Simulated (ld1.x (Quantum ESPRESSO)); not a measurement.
## Which change was made? (Cs, TM semilocal)

```
Element                 : Cs
Generator               : ld1.x (Quantum ESPRESSO) 7.5
Type                    : norm-conserving Troullier–Martins (semilocal form)
Functional              : LDA (PZ)
Relativity              : scalar-relativistic
Frozen core             : [Xe]
Valence charge          : 1
Reference configuration : 5d0 6s1 6p0
Partial waves           : 6p (bound, empty): rc 3.95 bohr; 5d (bound, empty): rc 3.75 bohr; 6s (bound): rc 4.20 bohr
Local potential         : the s channel
Core correction         : none
```

Cutoffs, loose and tight: the cutoffs (Ry, on a coarse ladder) from which the occupation-weighted sum of valence levels, in a spherical-Bessel basis at the reference potential, stays within 10 and 1 mRy of its value at 400 Ry. They do not see the model core or the augmentation charge, which bear on the density cutoff. Test errors are all-electron minus pseudo excitation energies from the reference, over the configurations 5d0 6s0.5 6p0; 5d0 6s0 6p1; 5d1 6s0 6p0; 5d0.5 6s0.5 6p0 (two spin-polarised tests are not counted in the largest error); variants that change the core or the reference have their own tests.

The base gives: outcome: generated; cutoff, loose: 6 Ry; cutoff, tight: 6 Ry; bound ghosts: none; largest test error (meV): +102.

(1) After one change the result is: outcome: generated; cutoff, loose: 6 Ry; cutoff, tight: 6 Ry; bound ghosts: none; largest test error (meV): -2.9. Which change was it?
A. core correction a·sin(br)/r model core inside 3.96 bohr
B. core correction a·sin(br)/r model core inside 4.34 bohr
C. core correction a·sin(br)/r model core inside 3.60 bohr

Answers

(1) C. The others give: core correction a·sin(br)/r model core inside 4.34 bohr → outcome: generated; cutoff, loose: 6 Ry; cutoff, tight: 6 Ry; bound ghosts: none; largest test error (meV): +14 | core correction a·sin(br)/r model core inside 3.96 bohr → outcome: generated; cutoff, loose: 6 Ry; cutoff, tight: 6 Ry; bound ghosts: none; largest test error (meV): +3.7.
